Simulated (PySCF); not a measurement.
Atom-mapped SMILES (the numbers label the heavy atoms): `[cH:1]1[cH:2][c:3]([CH:4]2[CH2:5][SiH2:6][CH2:7]2)[cH:8][cH:9][n:10]1` (H(Xn): hydrogen on atom n). Ha(C5), Ha(Si6), Ha(C7) are cis to C3 on the ring; Hb(C5), Hb(Si6), Hb(C7) are trans to C3 on the ring.

PySCF 2.14 calculation with shieldings: GIAO PBE0/pcSseg-1 and GFN2-xTB geometry; one averaged value for each set of equivalent atoms, non-relativistic Hamiltonian, one conformer, gas phase.

Shifts are taken against calculated references (same method and geometry level): TMS for ¹³C.

Problem. Do the ¹³C shifts follow the atomic charges (in e)? Tabulate both.

Solution. 
```csv
atoms,hybridisation,δ (ppm),σ para (ppm),Hirshfeld,IAO,Mulliken,ESP-fitted
C3,sp2,168.1,-241,+0.02,+0.04,-0.09,+0.46
C1/C9,sp2,156.1,-220,+0.01,-0.01,+0.18,+0.56
C2/C8,sp2,126.0,-194,-0.06,-0.20,-0.15,-0.66
C4,sp3,42.1,-102,-0.02,-0.10,-0.23,+0.20
C5/C7,sp3,20.6,-86,-0.16,-0.54,-0.42,-0.46
```

Correlation coefficients of δ with charge over these carbons: Hirshfeld +0.77, IAO +0.78, Mulliken +0.83, ESP-fitted +0.48; with the paramagnetic shielding -1.00. With so few points, grouped by hybridisation, these coefficients are fragile. Charge is one influence among several: hybridisation and low-lying excitations act through the paramagnetic term.

Shifts are as computed. Against solution values, carbons near 30 ppm lie about +3 ppm off and those near 130 ppm about +5 ppm. Of 1211 compounds with measured shifts, 218 miss one by over three times the rms of a fit or turn the order of signals round; such compounds aren't used in these exercises.
